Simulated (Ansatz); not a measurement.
Isolated molecules relaxed with PBE0-D4/def2-TZVP in Ansatz; ΔE leaves out vibrations. CBS: MP2 limit from def2 TZ/QZ plus the TZ coupled-cluster correction, frozen cores. This one scheme is used for every species. Triplets are unrestricted, without spin–orbit coupling. Each species was taken in one conformer, which may not be the lowest.

`FC[SiH]([SiH3])S` → `[CH2]` (triplet) + `F[SiH]([SiH3])S`  (formal loss of a carbene)

`FC[SiH]([SiH3])S`:

Z-matrix (Å, degrees):
```
C
Si 1 1.899
F 1 1.391 2 109.3
H 1 1.095 2 111.6 3 -119.7
H 1 1.095 2 111.1 3 119.5
S 2 2.149 1 103.7 3 -176.4
Si 2 2.339 1 111.2 3 -57.7
H 2 1.489 1 109.0 3 65.2
H 6 1.343 2 94.6 1 171.5
H 7 1.487 2 109.3 1 -49.6
H 7 1.489 2 108.7 1 -168.2
H 7 1.487 2 111.6 1 71.7
```

`[CH2]` (triplet):

Z-matrix (Å, degrees):
```
C
H 1 1.079
H 1 1.079 2 134.9
```

`F[SiH]([SiH3])S`:

Z-matrix (Å, degrees):
```
Si
Si 1 2.338
S 1 2.124 2 110.4
F 1 1.604 2 108.5 3 122.6
H 1 1.483 2 114.8 3 -117.4
H 2 1.486 1 111.5 3 -172.7
H 2 1.488 1 108.5 3 -52.2
H 2 1.486 1 108.8 3 66.4
H 3 1.344 1 95.0 2 43.3
```

```
           species  HF/def2-TZVPP energy (Eh)
`FC[SiH]([SiH3])S`                -1116.88800
 `[CH2]` (triplet)                  -38.93879
 `F[SiH]([SiH3])S`                -1077.91963
```

Task: Work out ΔE.

Result: ΔE = (-38.93879) + (-1077.91963) − (-1116.88800) = 0.02958 Eh = +77.7 kJ/mol. CCSD(T)/CBS gives +225.7 kJ/mol.

Largest T1 diagnostic among the species: 0.013.

The D4 term adds +11.8 kJ/mol with B3LYP and +6.6 kJ/mol with PBE0; it sums over pairs of atoms, weighted by their polarisabilities, and B3LYP, whose exchange is more repulsive, gets the larger term. In def2-TZVPP, CCSD(T) changes the Hartree–Fock value by +139.9 kJ/mol (the triples alone add +12.4 kJ/mol) and MP2 by +143.4 kJ/mol.

B3LYP here is the variant with VWN-RPA as its local correlation; programs differ in this.
